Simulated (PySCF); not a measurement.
C7H12N2.
SMILES with atom numbers: `[CH:1]#[C:2][CH2:3][NH:4]/[N:5]=[C:6](/[CH3:7])[CH2:8][CH3:9]` (hydrogens: H10 on C1; H11, H12 on C3; H13 on N4; H14, H15, H16 on C7; H17, H18 on C8; H19, H20, H21 on C9)

The same species was optimised twice, with GFN2-xTB and with PBE0-D3(BJ)/def2-SVP (PySCF), and the same property calculations (PySCF, gas phase) were run on both structures.

```tsv
coordinate	GFN2-xTB	PBE0-D3(BJ)/def2-SVP	change
C1≡C2 (Å)	1.197	1.211	+0.014
N5=C6 (Å)	1.268	1.281	+0.013
C2–C3 (Å)	1.455	1.467	+0.012
C3–N4 (Å)	1.450	1.445	-0.005
C6–C8 (Å)	1.514	1.509	-0.005
N4–N5 (Å)	1.348	1.352	+0.004
C8–C9 (Å)	1.532	1.530	-0.002
C6–C7 (Å)	1.497	1.496	-0.001
N4–N5–C6 (°)	123.6	120.2	-3.4
C1–C2–C3 (°)	174.3	177.5	+3.2
N5–C6–C8 (°)	126.3	124.1	-2.2
C6–C8–C9 (°)	110.7	112.7	+2.0
C2–C3–N4 (°)	112.5	114.4	+1.9
C7–C6–C8 (°)	116.6	118.2	+1.6
N5–C6–C7 (°)	117.1	117.8	+0.7
C3–N4–N5 (°)	114.6	113.9	-0.7
C2–C3–N4–N5 (°)	-91	-77	+14
C3–N4–N5–C6 (°)	158	158	0
N5–C6–C8–C9 (°)	-83	-83	0
```

Rotational constants: A = 2435, B = 928.5, C = 798.7 MHz (GFN2-xTB) against A = 2373, B = 923.8, C = 833.7 MHz (PBE0-D3(BJ)/def2-SVP). Point groups within 0.08 Å: C1 and C1.

On the GFN2-xTB structure: HOMO (eV) -6.09 [PBE0/pcSseg-1]; LUMO (eV) 0.47 [PBE0/pcSseg-1]; dipole (D) 1.81 [PBE0/pcSseg-1]; GIAO shielding of C1 (ppm) 108.0 [PBE0/pcSseg-1]; GIAO shielding of C2 (ppm) 98.0 [PBE0/pcSseg-1]; GIAO shielding of C3 (ppm) 142.4 [PBE0/pcSseg-1]; GIAO shielding of N4 (ppm) 130.4 [PBE0/pcSseg-1]; GIAO shielding of N5 (ppm) -96.1 [PBE0/pcSseg-1]; GIAO shielding of C6 (ppm) 43.8 [PBE0/pcSseg-1]; GIAO shielding of C7 (ppm) 159.5 [PBE0/pcSseg-1]; GIAO shielding of C8 (ppm) 162.4 [PBE0/pcSseg-1].

Task: What do these properties become on the PBE0-D3(BJ)/def2-SVP structure?

Result: 
```csv
property,level,on GFN2-xTB,on PBE0-D3(BJ)/def2-SVP,change
HOMO (eV),PBE0/pcSseg-1,-6.09,-6.18,-0.09
LUMO (eV),PBE0/pcSseg-1,0.47,0.31,-0.16
dipole (D),PBE0/pcSseg-1,1.81,1.96,+0.15
"energy, GFN2-xTB geometry as zero (kcal/mol)",PBE0/pcSseg-1,0.0,-1.6,-1.6
GIAO shielding of C1 (ppm),PBE0/pcSseg-1,108.0,107.1,-0.9
GIAO shielding of C2 (ppm),PBE0/pcSseg-1,98.0,97.7,-0.3
GIAO shielding of C3 (ppm),PBE0/pcSseg-1,142.4,142.2,-0.2
GIAO shielding of N4 (ppm),PBE0/pcSseg-1,130.4,130.9,+0.5
GIAO shielding of N5 (ppm),PBE0/pcSseg-1,-96.1,-104.5,-8.4
GIAO shielding of C6 (ppm),PBE0/pcSseg-1,43.8,38.4,-5.4
GIAO shielding of C7 (ppm),PBE0/pcSseg-1,159.5,158.7,-0.8
GIAO shielding of C8 (ppm),PBE0/pcSseg-1,162.4,161.2,-1.2
```

The heavy atoms differ by 0.152 Å rms after alignment. Among bonds between heavy atoms C1≡C2 and N5=C6 change most and about equally (+0.013 to +0.014 Å). Changes are differences of the printed values. Neither structure is proved a minimum here.

Conformer computed: `[CH:1]#[C:2][CH2:3][NH:4]/[N:5]=[C:6](/[CH3:7])[CH2:8][CH3:9]`: C2–C3–N4–N5 -77°, C3–N4–N5–C6 158°, N5–C6–C8–C9 -83°.
